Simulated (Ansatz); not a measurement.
Input file for `[BH2][AlH][AlH][CH3]`:

```yaml
crystal:
  periodic: [false, false, false]
  atoms:
    - {symbol: B, position_ang: [-1.824203, 2.357258, -0.145000]}
    - {symbol: Al, position_ang: [0.080813, 1.582881, -0.589215]}
    - {symbol: Al, position_ang: [0.524955, -0.979309, -0.680762]}
    - {symbol: C, position_ang: [1.048534, -2.059520, 0.870242]}
    - {symbol: H, position_ang: [-2.658876, 2.555598, -0.986010]}
    - {symbol: H, position_ang: [-2.191782, 2.568496, 0.979378]}
    - {symbol: H, position_ang: [1.286898, 2.597756, -0.875406]}
    - {symbol: H, position_ang: [0.347705, -1.766442, -2.063484]}
    - {symbol: H, position_ang: [1.204756, -1.487620, 1.786870]}
    - {symbol: H, position_ang: [1.968772, -2.612971, 0.652764]}
    - {symbol: H, position_ang: [0.277827, -2.813125, 1.071221]}
basis:
  gaussian: {orbitals: def2-TZVPP}
correlation: {method: ccsd_t}
output: {orbitals: {seedname: orbitals}}
```

```sh
$ ansatz run in.yaml --threads 2 --pin off --events-out ev --progress --plain --max-ram 4352MiB
```

The program prints (abridged):

```
Functional definition: HF
1413 factors; integrals over basis functions are off by at most 1.5e-3 eV
mean field evaluation 1: about -14974.8378 eV, gradient 3.1e1 eV
mean field evaluation 2: about -14974.9412 eV, gradient 3.1e1 eV
mean field evaluation 4: about -14978.1683 eV, gradient 3.1e0 eV
mean field evaluation 8: about -14978.2370 eV, gradient 1.9e-1 eV
mean field evaluation 16: about -14978.2377 eV, gradient 2.6e-6 eV
mean field -14978.23765979 eV, -550.4400813832 hartree, gradient 2.5e-6 eV, S^2 0.000000; 1 other end points of the search recorded, 0 dependent functions left out
12 core orbitals not correlated: weight in the atoms' cores, before any rotation towards them, 1.000 or more for the frozen orbitals, at most 0.000 for the correlated occupied ones
reference -14978.23765979 eV, -550.4400813832 hartree; 10, 10 occupied and 222, 222 virtual orbitals, 1413 factors
second order -11.73765429 eV of doubles, -0.00000000 eV of singles
cycle   1  -12.92935878 eV  change    -1.2e0 eV  update   9.0e-2
cycle   2  -13.40413327 eV  change   -4.7e-1 eV  update   3.1e-2
cycle   3  -13.44850174 eV  change   -4.4e-2 eV  update   1.2e-2
cycle   4  -13.44442342 eV  change    4.1e-3 eV  update   5.0e-3
cycle   5  -13.44339059 eV  change    1.0e-3 eV  update   2.5e-3
cycle   6  -13.44318822 eV  change    2.0e-4 eV  update   1.1e-3
cycle   7  -13.44319099 eV  change   -2.8e-6 eV  update   4.6e-4
cycle   8  -13.44334128 eV  change   -1.5e-4 eV  update   2.2e-4
cycle   9  -13.44338831 eV  change   -4.7e-5 eV  update   8.7e-5
cycle  10  -13.44334123 eV  change    4.7e-5 eV  update   4.3e-5
cycle  11  -13.44333564 eV  change    5.6e-6 eV  update   2.4e-5
perturbative correction -0.45768499 eV, -0.0168196133 hartree
Total energy: -14992.13868042 eV, -550.9509344689 hartree
```

Hardware: 2 threads of an Arm Neoverse V1 on a shared host. Wall time 8.4 min, peak host memory 1.8 GiB.

The correlation energy is -13.901 eV, 3.3 % of it from (T); the T1 diagnostic reads 0.0126.
